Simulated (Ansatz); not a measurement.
CH4BClOSi, SMILES `Cl[SiH]1BCO1`, relaxed with RKS PBE-D4/def2-SVP in the Gaussian-basis code of Ansatz from a rough embedded geometry. The force threshold is 0.03 eV/Å; the program also tests the step.

The species carries charge 0 and has multiplicity 1.

Start:

```xyz
9

Cl   -1.462   -0.545   -2.332
Si    0.164   -0.233   -1.154
B    -0.216    1.006    0.226
C    -0.035   -0.270    1.097
O     0.215   -1.316    0.164
H     1.465   -0.088   -1.844
H     0.201    2.160    0.401
H     0.755   -0.216    1.842
H    -1.088   -0.497    1.599
```

```json
{"step": "1", "energy (eV)": "-24202.3307", "largest force (eV/Å)": "2.565", "largest move (Å)": "0.000"}
{"step": "2", "energy (eV)": "-24202.9518", "largest force (eV/Å)": "0.949", "largest move (Å)": "0.196"}
{"step": "3", "energy (eV)": "-24203.0760", "largest force (eV/Å)": "0.487", "largest move (Å)": "0.172"}
{"step": "4", "energy (eV)": "-24203.0970", "largest force (eV/Å)": "0.103", "largest move (Å)": "0.058"}
{"step": "5", "energy (eV)": "-24203.1043", "largest force (eV/Å)": "0.204", "largest move (Å)": "0.076"}
{"step": "6", "energy (eV)": "-24203.1096", "largest force (eV/Å)": "0.072", "largest move (Å)": "0.058"}
{"step": "7", "energy (eV)": "-24203.1102", "largest force (eV/Å)": "0.036", "largest move (Å)": "0.016"}
{"step": "8", "energy (eV)": "-24203.1107", "largest force (eV/Å)": "0.015", "largest move (Å)": "0.024"}
```

End:

```xyz
9

Cl   -1.445   -0.476   -2.413
Si    0.257   -0.226   -1.222
B    -0.015    1.090    0.284
C    -0.045   -0.241    1.133
O     0.259   -1.271    0.134
H     1.440   -0.438   -2.125
H    -0.142    2.247    0.618
H     0.716   -0.247    1.953
H    -1.024   -0.437    1.638
```

It took 11 s on 4 threads of an Arm Neoverse V1 on a shared host, with 0.18 GiB of host memory at the peak.
